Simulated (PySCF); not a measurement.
Geometry (Å), atoms numbered from 1 in this order:
```xyz
15

O     2.6050   -1.3463   -0.6721
C     1.9378   -0.3840   -0.5075
O     2.3289    0.8662   -0.1192
C     0.9816    1.3285   -0.0444
F     0.7781    2.3524   -0.8850
C     0.4597   -0.0236   -0.5358
C    -0.4579   -0.8580    0.3274
C    -1.8764   -0.3493    0.3125
F    -1.9407    0.9106    0.7650
F    -2.3830   -0.3531   -0.9232
F    -2.6652   -1.0957    1.0810
H     0.7236    1.6437    0.9782
H     0.0806    0.0646   -1.5660
H    -0.1194   -0.8800    1.3743
H    -0.4666   -1.8961   -0.0358
```

Geometry: PBE0-D3(BJ)/def2-SVP; GIAO shifts from PySCF 2.14.0 with density-fitted response routines, gas phase, non-relativistic, averaged over equivalent atoms.

At PBE0/pcSseg-1 (207 basis functions, 80 s wall time on 1 thread of an Arm Neoverse N1, shared host):
```json
{"atoms": "O1", "δ (ppm)": "434.4"}
{"atoms": "O3", "δ (ppm)": "331.8"}
{"atoms": "C2", "δ (ppm)": "167.3"}
{"atoms": "C8", "δ (ppm)": "130.4"}
{"atoms": "C4", "δ (ppm)": "106.3"}
{"atoms": "C6", "δ (ppm)": "54.7"}
{"atoms": "C7", "δ (ppm)": "32.6"}
{"atoms": "F9/F10/F11", "δ (ppm)": "-82.1"}
{"atoms": "F5", "δ (ppm)": "-144.1"}
{"atoms": "H12", "δ (ppm)": "5.82"}
{"atoms": "H13", "δ (ppm)": "3.59"}
{"atoms": "H15", "δ (ppm)": "2.32"}
{"atoms": "H14", "δ (ppm)": "2.05"}
```

Shifts are taken against calculated references (same method and geometry level): ¹⁷O (334.56 ppm) vs H2O; ¹³C (184.41 ppm), ¹H (31.27 ppm) vs TMS; CFCl3 for ¹⁹F (177.25 ppm).

Q: Estimate the result of repeating the calculation with wB97X-D/pcSseg-2.

A: 
| atoms | δ at wB97X-D/pcSseg-2 | change |
| --- | --- | --- |
| O1 | 423.1 | -11.3 |
| O3 | 320.1 | -11.7 |
| C2 | 172.9 | +5.6 |
| C8 | 135.5 | +5.1 |
| C4 | 109.7 | +3.4 |
| C6 | 56.9 | +2.2 |
| C7 | 34.1 | +1.5 |
| F9/F10/F11 | -72.3 | +9.8 |
| F5 | -139.8 | +4.3 |
| H12 | 5.80 | -0.02 |
| H13 | 3.65 | +0.06 |
| H15 | 2.37 | +0.05 |
| H14 | 2.14 | +0.09 |

Referencing at the same level of theory: ¹⁷O (σ = 326.83 ppm) against H2O; ¹³C (σ = 184.42 ppm), ¹H (σ = 31.36 ppm) vs TMS; ¹⁹F (σ = 186.42 ppm) against CFCl3.

The largest change is at O3 (ester alkoxy oxygen). Cost: 452 basis functions, 5.7 min wall time on 1 thread of an Arm Neoverse N1, shared host. The order of the carbon signals is the same at both levels.

Unscaled 19F shifts against computed CFCl3 carry errors that often reach 10 to 50 ppm. Unscaled 17O shifts of doubly bonded oxygen tend to come out too high, by tens of ppm or more. Experimental scales use liquid or dissolved standards, which lie at an offset from isolated H2O (liquid H2O: subtract about 36 ppm).
